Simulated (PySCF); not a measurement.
## Static response to an electric field

Species: C7H14P (charge +1).
SMILES with atom numbers: `[CH2:1]=[CH:2][P@@H+:3]([CH3:4])[CH:5]1[CH2:6][CH2:7][CH2:8]1` (hydrogens: H9, H10 on C1; H11 on C2; H12 on P3; H13, H14, H15 on C4; H16 on C5; H17, H18 on C6; H19, H20 on C7; H21, H22 on C8)

Cartesian coordinates in Å at the PBE0-D3(BJ)/def2-SVP level; atoms count from 1:
```xyz
22
C7H14P angstrom
C     -2.327   -2.104   -0.630
C     -1.868   -1.273    0.311
P     -0.983    0.223   -0.080
C     -1.789    1.672    0.619
C      0.745    0.139    0.425
C      1.646   -0.917   -0.256
C      2.758    0.148   -0.308
C      1.702    1.248   -0.081
H     -2.850   -3.024   -0.352
H     -2.209   -1.910   -1.701
H     -1.998   -1.490    1.378
H     -1.005    0.343   -1.487
H     -2.819    1.746    0.241
H     -1.226    2.575    0.340
H     -1.807    1.581    1.715
H      0.757    0.050    1.525
H      1.285   -1.188   -1.261
H      1.830   -1.843    0.306
H      3.443    0.062    0.548
H      3.355    0.208   -1.227
H      1.935    2.058    0.623
H      1.362    1.695   -1.029
```

Level: CAM-B3LYP/def2-SVPD (PySCF), static field, nuclei fixed, core orbitals frozen in the response. The polarisability tensor in these axes (au):

```
x   109.64   9.12   0.54
y     9.12 103.39   7.97
z     0.54   7.97  84.15
```

Q: Give the principal values, the mean and the anisotropy Δα = √{½[(α1 − α2)² + (α2 − α3)² + (α1 − α3)²]}.

A: Principal values 81.02, 99.18 and 116.98 au; mean 99.06 au = 14.68 Å³ = 16.33 × 10⁻⁴⁰ C²·m²/J; Δα = 31.15 au (31 % of the mean).

Q: Give the principal axes and the span of the nuclei along them.

A: Largest value along (0.77, 0.61, 0.16), where the nuclei span 6.97 Å; middle along (-0.63, 0.70, 0.35), 5.45 Å; least along (0.10, -0.37, 0.92), 3.22 Å. The response follows the extents in order.

Q: Form Σ f/ω² (atomic units) for the 10 lowest TDDFT singlets, given as eV and f, and set it beside the mean polarisability, which is this sum over all singlets: 7.09, 0.3512; 7.40, 0.1150; 7.92, 0.0299; 7.99, 0.0032; 8.02, 0.0041; 8.12, 0.0188; 8.19, 0.0024; 8.63, 0.0147; 8.71, 0.0382; 8.88, 0.0002.

A: They add up to 7.92 au, 8.0 % of the 99.06 au; the largest single term is 5.17 au, from the state at 7.09 eV. Terms in order: 5.17, 1.55, 0.35, 0.04, 0.05, 0.21, 0.03, 0.15, 0.37, 0.00 au. Higher excitations give the rest. The strengths listed sum to 0.578.

Q: Rayleigh depolarisation ratio (linearly polarised light, static tensor)?

A: ρ = 3Δα²/(45ᾱ² + 4Δα²) = 2910.3/(441592 + 3880.4) = 0.00653.

Geometry: PBE0-D3(BJ)/def2-SVP, one conformer, isolated ion.
